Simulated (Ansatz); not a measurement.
Consider the substitution at a C–C bond: `C=C1[SiH2]C1C` + `O[SiH2][SiH2]O` → `CO[SiH2][SiH2]O` + `C=C1C[SiH2]1`.

Computed with Ansatz on PBE0-D4/def2-TZVP structures; ΔE is electronic, products minus reactants. CCSD(T)/CBS is the MP2 limit (def2-TZVPP, def2-QZVPP) plus CCSD(T) − MP2 in def2-TZVPP, frozen cores. Functionals use def2-TZVPP. B3LYP here is the variant with VWN-RPA as its local correlation; programs differ in this. HSE06 is defined as in plane-wave codes. Each species was taken in one conformer, which may not be the lowest.

| level | ΔE (kJ/mol) | difference from CCSD(T)/CBS |
| --- | --- | --- |
| PBE-D4 | 50.8 | -3.7 |
| revPBE-D4 | 51.6 | -2.9 |
| BLYP-D4 | 45.3 | -9.2 |
| r2SCAN-D4 | 50.3 | -4.2 |
| B97M-V | 49.1 | -5.4 |
| PBE0-D4 | 52.1 | -2.4 |
| B3LYP-D4 | 46.5 | -8.0 |
| r2SCANh-D4 | 50.9 | -3.6 |
| r2SCAN0-D4 | 51.7 | -2.8 |
| HSE06-D4 | 52.0 | -2.5 |
| BHLYP-D4 | 46.4 | -8.1 |
| ωB97X-V | 47.4 | -7.1 |
| ωB97M-V | 49.8 | -4.7 |
| B2PLYP | 48.4 | -6.1 |
| PBE | 49.1 | -5.4 |
| revPBE | 47.6 | -6.9 |
| BLYP | 41.7 | -12.8 |
| r2SCAN | 49.9 | -4.6 |
| PBE0 | 50.6 | -3.9 |
| B3LYP | 43.8 | -10.7 |
| r2SCANh | 50.5 | -4.0 |
| HSE06 | 50.7 | -3.8 |
| BHLYP | 44.3 | -10.2 |
| CAM-B3LYP | 44.2 | -10.3 |
| RPA@PBE/def2-TZVPP | 46.9 | -7.6 |
| HF/def2-SVP | 35.5 | -19.0 |
| MP2/def2-SVP | 54.0 | -0.5 |
| CCSD/def2-SVP | 45.8 | -8.7 |
| CCSD(T)/def2-SVP | 46.7 | -7.8 |
| HF/def2-TZVPP | 39.9 | -14.6 |
| MP2/def2-TZVPP | 58.7 | 4.2 |
| SCS-MP2/def2-TZVPP | 52.8 | -1.7 |
| CCSD/def2-TZVPP | 50.7 | -3.8 |
| CCSD(T)/def2-TZVPP | 51.9 | -2.6 |
| HF/def2-QZVPP | 39.6 | -14.9 |
| MP2/def2-QZVPP | 60.1 | 5.6 |
| SCS-MP2/def2-QZVPP | 54.3 | -0.2 |
| HF/CBS(def2) | 39.5 | -15.0 |
| MP2/CBS(def2) | 61.3 | 6.8 |
| CCSD/CBS(def2) | 53.3 | -1.2 |
| CCSD(T)/CBS | 54.5 | 0 |

Largest T1 diagnostic among the species: 0.012.

At CCSD(T), def2-SVP lies −7.8 kJ/mol from the extrapolated value and def2-TZVPP −2.6 kJ/mol. In def2-TZVPP, CCSD(T) changes the Hartree–Fock value by +12.0 kJ/mol (the triples alone add +1.2 kJ/mol) and MP2 by +18.8 kJ/mol.

CCSD(T)/CBS has its own doubt, a few kJ/mol and more with outer-core shells, so smaller differences from it don't rank the levels.
